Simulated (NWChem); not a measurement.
System: CH2AlNO; SMILES O=C=[N][AlH2]

NWChem input:

```
start job
memory heap 200 mb stack 900 mb global 1100 mb
geometry units angstroms noautoz
  Al    -0.000009    -1.744092     0.000000
  H      0.000360    -2.475401     1.411252
  H      0.000360    -2.475401    -1.411252
  N     -0.001644     0.047021     0.000000
  C     -0.000482     1.261185     0.000000
  O      0.000700     2.443400     0.000000
end
basis spherical
  * library 3-21g
end
dft
  xc xtpss03 ctpss03
  iterations 150
  mulliken
end
task dft energy
```

All runs use the structure optimised with PBE-D3(BJ)/def2-SVP.

Question: Give the results of this calculation. (TPSS/3-21G.) Quantities: basis functions; energy (Ha); highest occupied level (eV); orbital gap (eV); dipole (D).

Answer: 
```
Quantity                       Value
---------------------------  -------
number of basis functions         44
energy (Ha)                  -409.53
highest occupied level (eV)    -6.72
orbital gap (eV)                4.41
dipole (D)                      1.68
```
